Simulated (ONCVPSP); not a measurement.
What the settings do to the ONCV potential of tellurium

Base potential:

- Element: Te
- Generator: ONCVPSP 4.0.1
- Type: optimised norm-conserving Vanderbilt (ONCV)
- Functional: PBE
- Relativity: scalar-relativistic
- Frozen core: [Ar] 3d10 4s2
- Valence charge: 22
- Reference configuration: 4p6 4d10 5s1 5p5
- Partial waves: 5s: rc 1.60 bohr, ncon 4, nbas 7, qcut 3.5 1/bohr, 2 projectors, debl 2.6 Ha; 4p+5p: rc 1.45 bohr, ncon 4, nbas 7, qcut 8.8 1/bohr, 2 projectors; 4d: rc 1.15 bohr, ncon 4, nbas 9, qcut 10.7 1/bohr, 3 projectors, debl 2.8 Ha
- Local potential: polynomial inside 0.95 bohr (lpopt 5, dvloc0 2 Ha)
- Core correction: Teter function, fcfact 3.5, rcfact 1.6

Cutoffs, loose and tight: the cutoffs (Ha) at which the residual kinetic energy of the hardest occupied pseudo-wave falls to 1 and 0.1 mHa per electron. They do not see the model core or the augmentation charge, which bear on the density cutoff. Test errors are all-electron minus pseudo excitation energies from the reference, over the configurations 4p6 4d10 5s2 5p4; 4p6 4d10 5s2 5p3; 4p6 4d10 5s2 5p2; 4p6 4d10 5s2 5p3.5. A dash means not determined; rows that change the core or the reference have their own tests.

A true bound ghost makes a file unfit for plane-wave use even where its test errors are small: the radial tests pick states by their node count and pass the ghost by.

```tsv
change	outcome	cutoff, loose	cutoff, tight	bound ghosts	GHOST(+) flags above zero	largest test error (meV)
base	generated	48 Ha	56 Ha	s	s	-28
core correction Teter function, fcfact 2.2, rcfact 1.6	generated	48 Ha	56 Ha	s	s	-27
s: qcut 4.6	generated	48 Ha	56 Ha	s	none	-29
s: rc 1.64	generated	48 Ha	56 Ha	s	s	-28
reference 4p6 4d10 5s2 5p3	generated	48 Ha	56 Ha	s	s	-226
d: ncon 3, nbas 8	generated	47 Ha	54 Ha	s	s	-28
s: debl 1.75	generated	48 Ha	56 Ha	s	s	-28
```

Task: What comes out with this change to the base: all radii but the core radius scaled by about 0.83 (s 1.34, p 1.20, d 0.96 bohr); local potential polynomial inside 0.80 bohr (lpopt 5, dvloc0 2 Ha)?

Result: outcome: failed: optimize: ERROR ps0norm > uunorm, code will stop. Cause: the continuity conditions at rc already need more norm inside rc than the all-electron wave has, so norm conservation cannot be met.

Task: What comes out with this change to the base: s: qcut 3.1; p: qcut 7.8; d: qcut 9.4?

Result: outcome: generated; cutoff, loose: 45 Ha; cutoff, tight: 193 Ha; bound ghosts: s; GHOST(+) flags above zero: s, d; largest test error (meV): -26.

Task: What comes out with this change to the base: d: rc 1.42?

Result: outcome: generated; cutoff, loose: 43 Ha; cutoff, tight: 49 Ha; bound ghosts: s; GHOST(+) flags above zero: s; largest test error (meV): -28.
